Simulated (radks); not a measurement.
Removal energies from the erbium ion Er6+, [Xe] 4f(5/2: 6, 7/2: 2), by Delta-SCF beside the eigenvalue of the level emptied. All-electron calculation, Dirac Kohn-Sham, relativistic LDA (MacDonald-Vosko exchange, VWN5 correlation), spin-unpolarised, spherical densities, finite nucleus; Fermi nuclear charge, rms radius of each element as measured or else 0.836 A^(1/3) + 0.57 fm. Program: a radial shooting solver on a logarithmic mesh with Libxc functionals. Sub-shells are occupied by j as written (lower j first in brackets).

| removed from | final configuration | Delta-SCF (eV) | -eigenvalue (eV) |
|---|---|---|---|
| 5p3/2 | [Kr] 4d10 4f(5/2: 6, 7/2: 2) 5s2 5p(1/2: 2, 3/2: 3) | 113.39 | 105.07 |
| 4f7/2 | [Xe] 4f(5/2: 6, 7/2: 1) | 117.27 | 104.01 |
| 4f5/2 | [Xe] 4f(5/2: 5, 7/2: 2) | 118.74 | 105.39 |
| 5p1/2 | [Kr] 4d10 4f(5/2: 6, 7/2: 2) 5s2 5p(1/2: 1, 3/2: 4) | 121.46 | 112.76 |
